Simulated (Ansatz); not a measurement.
All numbers were calculated with Ansatz.

A structure relaxed at PBE0-D4/def2-TZVP, charge 0, multiplicity 1:

| atom | x (Å) | y (Å) | z (Å) |
| --- | --- | --- | --- |
| O1 | -1.225 | -0.203 | 0.015 |
| Ga2 | 0.768 | 0.379 | 0.070 |
| Cl3 | 0.711 | 2.409 | 0.710 |
| Cl4 | 1.377 | -1.116 | 1.493 |
| Cl5 | 1.153 | -0.017 | -2.010 |
| H6 | -1.344 | -0.959 | 0.604 |
| H7 | -1.439 | -0.493 | -0.882 |

Question: Give its formula and SMILES.

Answer: Cl3GaH2O, `[OH2+][Ga-]([Cl])([Cl])[Cl]`.

Question: Point group (tolerance 0.08 Å, 0.16 Å for H)?

Answer: Cs.

Question: Summarise the bond lengths by kind.

Answer: 1 × Ga–O 2.077 Å; 2 × H–O 0.967 Å; 3 × Cl–Ga 2.129 to 2.152 Å.
